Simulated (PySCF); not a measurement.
dimethyl telluride (C₂H₆Te), SMILES C[Te]C.

Coordinates come from a B3LYP-D3(BJ)/def2-SVP optimisation. The def2 effective core potentials stand for the cores of Te; spin–orbit coupling is left out.

Two levels are set side by side: PBE/def2-TZVPD (PySCF) and PBE0/def2-TZVPD (PySCF). Same geometry, gas phase. Differences are taken from unrounded values.

```tsv
quantity	PBE0	PBE	PBE minus PBE0
orbital gap (eV)	5.01	3.22	-1.79
highest occupied level (eV)	-5.71	-4.68	1.03
lowest empty level (eV)	-0.69	-1.45	-0.76
dipole moment (D)	1.28	1.22	-0.06
mean polarisability (bohr³)	71.6	73.8	2.2
```

Without exact exchange PBE keeps part of each electron's self-repulsion, which lifts occupied levels and narrows the gap. PBE's more diffuse valence density responds more strongly to a field. Differences between two approximate levels are no errors against the true value.

Rough cost on one machine, each run with all the roots and properties that it gave: PBE0 against PBE within a factor of 2.
